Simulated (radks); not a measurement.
Valence configurations of Os+ (all share [Xe]). All-electron calculation, scalar-relativistic Kohn-Sham, PBE, spin-polarised, spherical densities, point nucleus; open shells are filled with parallel spins first (spin-orbit coupling, left out, can overturn this in heavy ions). Program: a radial shooting solver on a logarithmic mesh with Libxc functionals. Energies are relative to 4f14 5d6 6s1; eigenvalues in eV for spin up.

valence,E (eV),moment (Bohr magnetons),e(4f),e(5d),e(6p),e(6s)
4f14 5d6 6s1,0.000,5,-59.882,-15.225,-,-13.991
4f14 5d5 6s1 6p1,5.123,7,-64.427,-18.893,-9.118,-16.169
4f14 5d4 6s1 6p2,15.878,7,-69.356,-22.244,-10.512,-18.133
4f13.5 5d6.5 6s1,24.653,5,-65.252,-15.783,-,-14.057
4f13 5d7 6s1,51.333,5,-70.719,-16.327,-,-14.107
4f13 5d6 6s1 6p1,58.242,7,-75.512,-20.223,-9.234,-16.410
4f13 5d5 6s1 6p2,66.448,9,-80.404,-24.085,-10.660,-18.526
4f12 5d6 6s1 6p2,129.77,9,-92.068,-25.545,-10.795,-18.788
4f12 5d5 6s2 6p2,136.54,9,-96.033,-28.348,-11.338,-19.782
4f11.5 5d6.5 6s1 6p2,164.63,9,-98.038,-26.262,-10.851,-18.901

NIST lists [Xe] 4f14 5d6 6s1 as the ground configuration; this level of theory agrees among the configurations tried. The energies are those of spherical high-spin densities, not of single terms.
